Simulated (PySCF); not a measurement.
## Structure from 2D NMR

Compound of formula C₆H₇N. Correlations simulated from computed shifts and the bond graph:

HSQC (one-bond C–H):
```tsv
δH	δC
8.82	155.2
7.86	141.6
7.38	127.6
7.20	125.4
2.77	27.6
```

COSY cross peaks (H two or three bonds apart, from the bond graph; peaks can be absent where the dihedral angle is near 90°):
```tsv
δH	δH
8.82	7.20
7.86	7.38
7.86	7.20
```

HMBC (two and three bonds, from the bond graph):
```tsv
δH	δC
8.82	164.2, 141.6, 125.4
7.86	164.2, 155.2, 127.6, 125.4
7.38	164.2, 141.6, 125.4, 27.6
7.20	155.2, 141.6, 127.6
2.77	164.2, 127.6
```

Carbons without hydrogens: δ 164.2.

[PySCF 2.14.0 with density-fitted response routines: structure optimised with GFN2-xTB; GIAO PBE0/pcSseg-1 shieldings; single conformer; fast rotation and ring inversion assumed for equivalent nuclei; non-relativistic; gas phase]

References, each an isolated molecule treated in the same way: ¹H and ¹³C against TMS.

Exchangeable hydrogens are left out of these lists.

Problem. Assemble the structure.

Solution. `c1cc(C)ncc1`.

Mapped SMILES: `[CH3:1][c:2]1[cH:3][cH:4][cH:5][cH:6][n:7]1`; H(Xn) means a hydrogen on atom n.

1. δC 164.2 is C2, a substituted aromatic carbon next to a ring nitrogen.
2. δC 155.2 is C6, an aromatic CH next to a ring nitrogen (δH 8.82).
3. δC 141.6 is C4, an aromatic CH (δH 7.86).
4. δC 127.6 is C3, an aromatic CH (δH 7.38).
5. δC 125.4 is C5, an aromatic CH (δH 7.20).
6. δC 27.6 is C1, a methyl carbon on an aromatic ring (δH 2.77).
7. HMBC from δH 8.82 reaches the proton-free carbon C2.
8. HMBC from δH 7.86 reaches the proton-free carbon C2.
9. HMBC from δH 7.38 reaches the proton-free carbon C2.
10. HMBC from δH 2.77 reaches the proton-free carbon C2.
11. COSY links 8.82–7.20, 7.86–7.38, 7.86–7.20.

This is the structure that produced the data.

Shifts are as computed. Against solution values, carbons near 30 ppm lie about +3 ppm off and those near 130 ppm about +5 ppm. Of 1211 compounds with measured shifts, 218 miss one by over three times the rms of a fit or turn the order of signals round; such compounds aren't used in these exercises.
